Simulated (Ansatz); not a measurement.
This geometry of C3H8F2SSi (15 atoms, charge 0, multiplicity 1) is a first-order saddle point.

Computed with RKS PBE0/6-31G* (Ansatz 0.2.0).

```xyz
15
Properties=species:S:1:pos:R:3
C 0.206 -1.913 -0.580
C 1.312 -1.173 0.183
S 0.756 -0.220 1.661
Si 0.071 1.545 0.717
C -1.544 1.443 -0.185
F -0.045 2.643 1.878
F 1.193 2.046 -0.320
H -0.785 -1.698 -0.171
H 0.346 -2.997 -0.526
H 0.201 -1.634 -1.638
H 2.043 -1.874 0.594
H 1.869 -0.493 -0.466
H -1.802 2.418 -0.612
H -1.498 0.716 -1.002
H -2.346 1.141 0.496
```

Which two structures does it join? (They come from a converged band through this point; their orientation in space is the band's.)

No bond is made or broken. The dihedral H8–C1–C2–S3 goes from 67 to -54°. The two ends are copies of one structure, up to a mirror image or an exchange of like atoms.

First end point:

```xyz
15
Properties=species:S:1:pos:R:3
C 0.591 -1.658 -0.948
C 1.556 -1.065 0.062
S 0.758 -0.345 1.557
Si -0.151 1.385 0.734
C -1.947 1.233 0.307
F 0.013 2.571 1.800
F 0.674 1.802 -0.581
H -0.026 -0.882 -1.415
H -0.073 -2.392 -0.480
H 1.149 -2.158 -1.749
H 2.213 -1.839 0.469
H 2.191 -0.302 -0.394
H -2.335 2.181 -0.081
H -2.109 0.457 -0.448
H -2.526 0.962 1.196
```

Last end point:

```xyz
15
Properties=species:S:1:pos:R:3
C 0.400 -1.841 -0.685
C 1.351 -1.271 0.351
S 0.544 -0.255 1.658
Si 0.010 1.472 0.550
C -1.742 1.548 -0.046
F 0.277 2.747 1.485
F 1.004 1.581 -0.708
H -0.411 -2.404 -0.213
H 0.943 -2.516 -1.358
H -0.041 -1.050 -1.301
H 1.835 -2.075 0.913
H 2.139 -0.676 -0.115
H -1.932 2.487 -0.577
H -1.964 0.717 -0.723
H -2.434 1.486 0.800
```

How far does it lie above each of them?

0.141 eV above the first and 0.141 eV above the second. This is the barrier of this one path; another mechanism may lie lower.

Run time: 6.5 min on 2 threads of Intel(R) Xeon(R) Platinum 8488C (Sapphire Rapids) (shared host), peak memory 0.41 GiB.
